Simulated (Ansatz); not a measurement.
The multiplicity is imposed and other spin states were not computed.

Species: [Cu(H2O)(Cl)] (charge 0, multiplicity 1), formula H₂ClCuO.

**Question.** How many basis functions does frozen-core CCSD(T)/def2-TZVPP // TPSS-D3(BJ)/def2-SVP (Ansatz, a program for electronic structure) use, how many core orbitals are frozen, and how many electrons are correlated?

**Answer.** 165 basis functions and 11 frozen orbitals, which leaves 34 correlated electrons. Core time is of the order of minutes.
